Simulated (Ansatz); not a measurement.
**Ligand exchange: SiH2(CH3)(NH2) + B(CH3)2(OH) → SiH2(CH3)(OH) + B(CH3)2(NH2)**

Species: SiH2(CH3)(NH2), singlet; B(CH3)2(OH), singlet; SiH2(CH3)(OH), singlet; B(CH3)2(NH2), singlet. The partners trade NH2 for OH: Si–NH2 and B–OH bonds give way to Si–OH and B–NH2.

Shapes, held fixed at every level: PBE0-D4/def2-TZVP. Flexible molecules stand in one conformer, not always the lowest. Programs: Ansatz 0.2.0. The zero-point and thermal change to 298 K, harmonic and unscaled (PBE0-D4/def2-TZVP), is +1.5 kJ/mol.

Q: Estimate ΔH(298 K) of this reaction.

A: The highest level, CCSD(T)/CBS estimate, gives ΔH(298 K) = -34.0 kJ/mol; the levels span -34.4 to -25.2. The column of differences is taken from that level and isn't an error. No measured value is set beside it here. The CBS estimate extrapolates MP2 from def2-TZVPP and def2-QZVPP and adds CCSD(T) − MP2 in the triple-zeta set, cores frozen.

```json
{"level": "r2SCAN-D4/def2-TZVPP", "kind": "meta-GGA", "ΔH(298 K) (kJ/mol)": "-33.4", "less CCSD(T)/CBS estimate": "+0.6"}
{"level": "B3LYP-D4/def2-TZVPP", "kind": "global hybrid", "ΔH(298 K) (kJ/mol)": "-34.0", "less CCSD(T)/CBS estimate": "0.0"}
{"level": "BHLYP-D4/def2-TZVPP", "kind": "global hybrid", "ΔH(298 K) (kJ/mol)": "-34.4", "less CCSD(T)/CBS estimate": "-0.4"}
{"level": "PBE0-D4/def2-TZVPP", "kind": "global hybrid", "ΔH(298 K) (kJ/mol)": "-32.5", "less CCSD(T)/CBS estimate": "+1.5"}
{"level": "CCSD/def2-SVP", "kind": "coupled cluster or CI", "ΔH(298 K) (kJ/mol)": "-25.2", "less CCSD(T)/CBS estimate": "+8.8"}
{"level": "CCSD/def2-TZVPP", "kind": "coupled cluster or CI", "ΔH(298 K) (kJ/mol)": "-33.5", "less CCSD(T)/CBS estimate": "+0.5"}
{"level": "CCSD(T)/CBS estimate", "kind": "coupled cluster or CI", "ΔH(298 K) (kJ/mol)": "-34.0", "less CCSD(T)/CBS estimate": "0.0"}
```
